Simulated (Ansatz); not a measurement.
Consider the cleavage of the Si–Si bond: `N[Si@@H]1C[Si@H]1[SiH3]` + `[OH][Sc]([F])[F]` → `[F][Sc]([F])[O][SiH3]` + `N[SiH]1C[SiH2]1`.

Program: Ansatz. Geometries: PBE0-D4/def2-TZVP. ΔE: electronic, gas phase. CBS: MP2 limit from def2 TZ/QZ plus the TZ coupled-cluster correction, frozen cores. DFT in def2-TZVPP. For Sc outer-core shells are correlated without core-valence functions, which leaves a few kJ/mol of doubt a bond. Scalar relativity is left out up to krypton. Each species was taken in one conformer, which may not be the lowest.

`N[Si@@H]1C[Si@H]1[SiH3]`:

Cartesian coordinates in Å:
```
N 2.768 1.043 0.127
Si 1.087 0.848 0.414
C 0.513 -0.837 0.966
Si -0.360 -0.475 -0.724
Si -2.669 -0.251 -0.627
H 3.301 0.242 -0.173
H 3.087 1.874 -0.349
H 0.557 2.020 1.149
H 1.234 -1.653 0.937
H -0.109 -0.901 1.856
H 0.148 -1.362 -1.806
H -2.999 0.604 0.546
H -3.365 -1.557 -0.461
H -3.194 0.406 -1.855
```

`[OH][Sc]([F])[F]`:

```xyz
5

O    -0.598   -0.989    0.591
Sc    0.255    0.422   -0.252
F    -0.625    1.432   -1.524
F     2.005    0.849    0.161
H    -1.037   -1.714    1.024
```

`[F][Sc]([F])[O][SiH3]`:

Cartesian coordinates in Å:
```
F 0.111 -1.483 -2.925
Sc 1.000 -0.635 -1.552
F 2.825 -0.399 -1.650
O 0.047 -0.016 -0.056
Si -0.797 0.511 1.241
H -2.004 1.258 0.797
H 0.043 1.412 2.075
H -1.226 -0.648 2.070
```

`N[SiH]1C[SiH2]1`:

Cartesian coordinates in Å:
```
N 0.921 -0.434 -1.732
Si 0.368 0.587 -0.473
C -1.247 0.085 0.361
Si 0.160 -0.223 1.609
H 1.874 -0.756 -1.740
H 0.541 -0.371 -2.662
H 0.482 2.054 -0.687
H -1.737 -0.811 -0.018
H -1.967 0.866 0.598
H 0.178 0.649 2.808
H 0.428 -1.644 1.935
```

| level | ΔE (kcal/mol) |
| --- | --- |
| PBE-D4 | -16.2 |
| revPBE-D4 | -16.2 |
| r2SCAN-D4 | -20.6 |
| PBE0-D4 | -18.3 |
| CAM-B3LYP-D4 | -24.1 |
| ωB97X-V | -22.4 |
| revPBE | -16.9 |
| SCS-MP2/def2-QZVPP | -25.6 |

Problem. What does CCSD(T)/CBS give? (Best estimate.)

Solution. The calculation gave: -23.0 kcal/mol. The listed levels differ from it by 6.8, 6.8, 2.4, 4.7, -1.1, 0.6, 6.1, -2.6 kcal/mol.

Largest T1 diagnostic among the species: 0.017.

The D4 term adds +1.1 kcal/mol with B3LYP and +0.7 kcal/mol with PBE0; it sums over pairs of atoms, weighted by their polarisabilities, and B3LYP, whose exchange is more repulsive, gets the larger term. Leaving LDA and LC-ωPBE aside and taking each functional with its dispersion term where it has one, the values, not all of them listed here, spread over 8.9 kcal/mol, from BHLYP-D4 to PBE-D4. From BLYP to BHLYP (50 % exact exchange), in def2-TZVPP and without D4, ΔE moves by −4.3 kcal/mol.

B3LYP here is the variant with VWN-RPA as its local correlation; programs differ in this.
